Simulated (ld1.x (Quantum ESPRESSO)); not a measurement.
# tin, TM semilocal: configuration errors across variants

```
Element                 : Sn (Z = 50)
Generator               : ld1.x (Quantum ESPRESSO) 7.5
Type                    : norm-conserving Troullier–Martins (semilocal form)
Functional              : PBE
Relativity              : scalar-relativistic
Frozen core             : [Kr]
Valence charge          : 14
Reference configuration : 4d10 5s2 5p1.75 (charge +0.25)
Partial waves           : 5s (bound): rc 1.55 bohr; 5p (bound): rc 2.45 bohr; 4d (bound): rc 1.75 bohr; 4f channel at 0.25 Ry: rc 2.15 bohr
Local potential         : the f channel
Core correction         : a·sin(br)/r model core, default radius (core density twice the valence density)
```

All-electron excitation energies from the reference (eV): (1) 4d10 5s2 5p2 -1.112; (2) 4d10 5s2 5p1 5.762; (3) 4d10 5s2 5p0 19.715; (4) 4d9 5s2 5p2 31.579; (5) 4d10 5s1 5p2 13.412; (6) 4d10 5s0 5p0 91.812; (7) 4d10 5s0 5p4 13.074.

In the semilocal form every listed channel keeps its own potential, so the choice of the local channel does not act on these tests. It acts once the file is put into the separable form.

A semilocal file is local in each channel, so a ghost entry of none says nothing of the separable form that plane-wave codes build from it.

The default core radius of the base comes out at 0.65 bohr.

2 further variants failed, have other tests or too few solved ones, and are left out.

Errors AE − PS in meV (a dash: test not solved or not reliable):

| change | (1) | (2) | (3) | (4) | (5) | (6) | (7) | bound ghosts |
| --- | --- | --- | --- | --- | --- | --- | --- | --- |
| base | +0.3 | -1.1 | -6.1 | -81 | 0.0 | -58 | -14 | none |
| wave 4f channel at 0.25 Ry: rc 2.15 bohr becomes 4f channel at 5.25 Ry: rc 2.15 bohr | +0.3 | -1.1 | -6.1 | -81 | -0.1 | -58 | -14 | none |
| local potential the s channel | +0.3 | -1.1 | -6.1 | -81 | -0.1 | -58 | -14 | none |
| wave 4f channel at 0.25 Ry: rc 2.15 bohr becomes 4f channel at 0.25 Ry: rc 2.44 bohr | +0.3 | -1.1 | -6.2 | -81 | 0.0 | -58 | -14 | none |
| wave 5p (bound): rc 2.45 bohr becomes 5p (bound): rc 3.34 bohr | +0.4 | -1.4 | -25 | +5.6 | +14 | -164 | +32 | none |
| form changed from semilocal to separable (Kleinman–Bylander), still TM; local potential the s channel | +0.2 | -1.3 | -6.3 | -185 | -2.0 | -66 | -18 | none |

Q: Give the same row for: core correction a·sin(br)/r model core inside 1.60 bohr.

A: +0.3, -1.0, -5.1, -53, +1.7, -27, -6.2; bound ghosts: none.
